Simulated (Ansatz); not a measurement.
The cation of `CNCC(F)(F)F` at the neutral geometry.

```yaml
crystal:
  periodic: [false, false, false]
  atoms:
    - {symbol: C, position_ang: [-0.101271, -1.918051, 0.033197]}
    - {symbol: N, position_ang: [0.078449, -0.583280, 0.560872]}
    - {symbol: C, position_ang: [-0.035984, 0.435989, -0.444949]}
    - {symbol: C, position_ang: [0.282085, 1.797344, 0.122962]}
    - {symbol: F, position_ang: [1.539701, 1.898668, 0.551592]}
    - {symbol: F, position_ang: [0.093879, 2.746938, -0.803986]}
    - {symbol: F, position_ang: [-0.518493, 2.091099, 1.162286]}
    - {symbol: H, position_ang: [0.710931, -2.149064, -0.661256]}
    - {symbol: H, position_ang: [-1.053073, -2.064724, -0.502934]}
    - {symbol: H, position_ang: [-0.052678, -2.640511, 0.849013]}
    - {symbol: H, position_ang: [-0.582505, -0.406919, 1.306446]}
    - {symbol: H, position_ang: [0.689231, 0.246410, -1.241224]}
    - {symbol: H, position_ang: [-1.029872, 0.511502, -0.917321]}
basis:
  gaussian: {orbitals: def2-QZVPP}
total_charge: 1
magnetization: {spin_polarized: true, initial_magnetization: 1}
correlation: {method: mp2}
scf: {omitted_lower_state_checks: [cluster_reference]}
```

```sh
$ ansatz run in.yaml --threads 2 --pin off --events-out ev --progress --plain --max-ram 20480MiB --backend cuda --devices 0, --max-vram 18GiB
```

Output, abridged:

```
Functional definition: HF
3549 factors; integrals over basis functions are off by at most 7.6e-4 eV
mean field evaluation 1: about -12776.6467 eV, gradient 4.0e1 eV
mean field evaluation 2: about -12776.6491 eV, gradient 4.0e1 eV
mean field evaluation 4: about -12783.1619 eV, gradient 4.5e0 eV
mean field evaluation 8: about -12783.4786 eV, gradient 3.4e-1 eV
mean field -12783.48095438 eV, -469.7842601187 hartree, gradient 2.4e-6 eV, S^2 0.763114; 0 other end points of the search recorded, 0 dependent functions left out
7 core orbitals not correlated: weight in the atoms' cores, before any rotation towards them, 1.000 or more for the frozen orbitals, at most 0.000 for the correlated occupied ones
reference -12783.48095438 eV, -469.7842601187 hartree; 22, 21 occupied and 550, 551 virtual orbitals, 3549 factors
second order -41.48657385 eV of doubles, -0.00000000 eV of singles
Total energy: -12824.96752822 eV, -471.3088635870 hartree
Checks for a lower state left out: cluster_reference
```

Hardware: 2 threads of an AMD EPYC 7R13 on a shared host and a share of an NVIDIA H100 80 GB. Wall time 6.5 s, peak host memory 1.3 GiB.
